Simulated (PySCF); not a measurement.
Cl4Te. Atoms are numbered in the order given.

```xyz
5

Te     0.0000     0.0000     0.4224
Cl     1.8178     0.0000    -1.0954
Cl     0.0000     2.4721     0.4494
Cl    -1.8178     0.0000    -1.0954
Cl     0.0000    -2.4721     0.4494
```
Charge 0, spin multiplicity 1.

Coordinates come from a B3LYP-D3(BJ)/def2-SVP optimisation. The isomer is the one that the SMILES or the coordinates give; other isomers of the formula were not compared. The def2 effective core potentials stand for the cores of Te; spin–orbit coupling is left out.

The numbers are results of PySCF with ωB97X/def2-TZVP, not measurements.

Symmetry labels are those of the subgroup C2v that the program uses (full group C2v).

Computed valence orbital energies around the gap with their symmetry:
| orbital | symmetry | energy (eV) |
|---|---|---|
| HOMO−7 | A1 | -13.04 |
| HOMO−6 | B2 | -12.83 |
| HOMO−5 | B1 | -12.68 |
| HOMO−4 | A1 | -11.73 |
| HOMO−3 | B1 | -11.67 |
| HOMO−2 | B2 | -11.52 |
| HOMO−1 | A2 | -11.45 |
| HOMO | A1 | -10.60 |
| LUMO | B1 | -1.94 |
| LUMO+1 | A1 | -1.92 |
| LUMO+2 | B2 | -0.14 |
| LUMO+3 | B1 | 4.64 |
